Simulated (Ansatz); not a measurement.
Consider the substitution at a C–N bond: `BN(C)[SiH2]Cl` + `CO[SiH2]S[SiH2]O` → `CO[SiH2]S[SiH2]OC` + `BN[SiH2]Cl`.

Gas-phase electronic energies from Ansatz, PBE0-D4/def2-TZVP geometries. CCSD(T)/CBS adds triple-zeta CCSD(T) − MP2 to the extrapolated MP2 energy (def2 sets, frozen cores). Each species was taken in one conformer, which may not be the lowest.

`BN(C)[SiH2]Cl`:

Z-matrix (Å, degrees):
```
C
N 1 1.461
H 1 1.093 2 110.9
H 1 1.090 2 109.5 3 -119.9
H 1 1.094 2 111.0 3 120.1
Si 2 1.736 1 117.0 3 -63.6
B 2 1.399 1 122.0 3 116.2
Cl 6 2.058 2 109.9 1 63.6
H 6 1.473 2 109.7 1 -176.8
H 6 1.481 2 109.5 1 -52.3
H 7 1.198 2 119.3 1 1.4
H 7 1.197 2 119.1 1 -178.9
```

`CO[SiH2]S[SiH2]O`:

Z-matrix (Å, degrees):
```
C
O 1 1.418
H 1 1.090 2 108.0
H 1 1.094 2 111.0 3 119.6
H 1 1.095 2 111.0 3 -119.1
Si 2 1.651 1 121.6 3 174.1
S 6 2.126 2 111.1 1 66.5
H 6 1.484 2 110.7 1 -51.7
H 6 1.479 2 104.2 1 -173.3
Si 7 2.151 6 95.2 2 60.3
O 10 1.637 7 111.8 6 -56.0
H 10 1.485 7 107.6 6 66.4
H 10 1.478 7 106.9 6 -173.9
H 11 0.965 10 115.1 7 45.9
```

`CO[SiH2]S[SiH2]OC`:

Cartesian coordinates in Å:
```
C -0.988 -2.087 -0.378
O -1.129 -0.686 -0.450
Si -0.645 0.196 -1.747
S -0.656 2.243 -1.202
Si -0.111 2.125 0.870
O 1.370 1.501 1.159
C 1.692 0.131 1.219
H -1.710 -2.591 -1.028
H 0.021 -2.407 -0.661
H -1.176 -2.396 0.652
H 0.713 -0.267 -2.146
H -1.562 0.041 -2.905
H -1.134 1.357 1.617
H -0.058 3.543 1.283
H 1.898 -0.264 0.219
H 0.884 -0.456 1.669
H 2.591 0.018 1.829
```

`BN[SiH2]Cl`:

Z-matrix (Å, degrees):
```
Si
N 1 1.730
Cl 1 2.055 2 111.1
H 1 1.480 2 110.0 3 117.1
H 1 1.475 2 108.1 3 -119.1
B 2 1.403 1 125.7 3 106.7
H 2 1.011 1 117.1 3 -71.9
H 6 1.197 2 118.7 1 0.6
H 6 1.196 2 119.6 1 -179.7
```

```
            species  SCS-MP2/def2-TZVPP energy (Eh)
    `BN(C)[SiH2]Cl`                      -870.49155
 `CO[SiH2]S[SiH2]O`                     -1168.99084
`CO[SiH2]S[SiH2]OC`                     -1208.18785
       `BN[SiH2]Cl`                      -831.28024
```

Question: Work out ΔE.

Answer: ΔE = (-1208.18785) + (-831.28024) − (-870.49155) − (-1168.99084) = 0.01430 Eh = +9.0 kcal/mol. CCSD(T)/CBS gives +9.5 kcal/mol.

Largest T1 diagnostic among the species: 0.012.

The D4 term adds +0.7 kcal/mol with B3LYP and +0.2 kcal/mol with PBE0; it sums over pairs of atoms, weighted by their polarisabilities, and B3LYP, whose exchange is more repulsive, gets the larger term. In def2-TZVPP, CCSD(T) changes the Hartree–Fock value by +5.5 kcal/mol (the triples alone add +0.9 kcal/mol) and MP2 by +6.7 kcal/mol.

B3LYP here is the variant with VWN-RPA as its local correlation; programs differ in this.
